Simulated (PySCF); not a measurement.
These are PySCF with B3LYP-D3(BJ)/def2-TZVP // TPSS-D3(BJ)/def2-SVP values and carry that method's errors. Gas-phase values, no solvent. B3LYP has the VWN-RPA correlation part, as in Gaussian. 

Reference species: [Hf(Br)4] (neutral, multiplicity 1).

- coordination number: 4
- mean distance from the central atom to its bonded neighbours: 2.486 Å
- HOMO–LUMO gap: 5.98 eV

Changed species: [Hf(Br)3(H)] (1 of 4 Br replaced by H; the reference has 0 of 4 Br replaced by H).

Predict the effect on the coordination number, mean distance from the central atom to its bonded neighbours and HOMO–LUMO gap.

the coordination number hardly moves; the mean distance from the central atom to its bonded neighbours decreases by 0.163 Å, to 2.323 Å; the HOMO–LUMO gap rises by 0.05 eV, to 6.03 eV.
